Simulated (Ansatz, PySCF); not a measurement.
Gas-phase reaction R1 + 0.5 R2 → P1, each structure at its B3LYP-D3(BJ)/def2-TZVP stationary point, reached from a drawn start (curvature not checked).
R1: O2Sn (SMILES [O]=[Sn]=[O]), charge 0, multiplicity 1.
P1: O3Sn (SMILES [O]=[Sn]1[O][O]1), charge 0, multiplicity 1.
R2: O2 (SMILES O=O), charge 0, multiplicity 3.

P less R. No zero-point or thermal terms; singlets are restricted closed shells; open shells are unrestricted; no spin–orbit coupling.

Correlated levels freeze the cores. In cc and def2 sets filled d and f shells under p-block atoms count as core.

Codes used: Ansatz (an electronic-structure program) with Gaussian orbitals; PySCF for the D3/D4 terms. No computed number here is a measurement. Elements past Kr take the def2 small-core potentials, without spin–orbit coupling.

Total energies in hartree:

```
structure  PBE/def2-TZVPP  B3LYP-D3(BJ)/def2-TZVPP  CCSD(T)/def2-QZVPP
---------  --------------  -----------------------  ------------------
R1            -364.607519              -364.814488         -363.688804
P1            -439.693822              -439.968511         -438.746372
R2            -150.248611              -150.390215         -150.174628
```

Question: Work out the reaction energy at each level in kcal/mol (1 hartree = 627.50947 kcal/mol), and say how far PBE/def2-TZVPP lies from CCSD(T)/def2-QZVPP.

Answer: 
- PBE/def2-TZVPP: (-439.693822) − 0.5 × (-150.248611) − (-364.607519) = 0.038003 hartree = 23.85 kcal/mol
- B3LYP-D3(BJ)/def2-TZVPP: (-439.968511) − 0.5 × (-150.390215) − (-364.814488) = 0.041085 hartree = 25.78 kcal/mol
- CCSD(T)/def2-QZVPP: (-438.746372) − 0.5 × (-150.174628) − (-363.688804) = 0.029746 hartree = 18.67 kcal/mol
PBE/def2-TZVPP less CCSD(T)/def2-QZVPP: 5.18 kcal/mol. CCSD(T)/def2-QZVPP is the level counted from, the highest shown, and no exact or measured value.
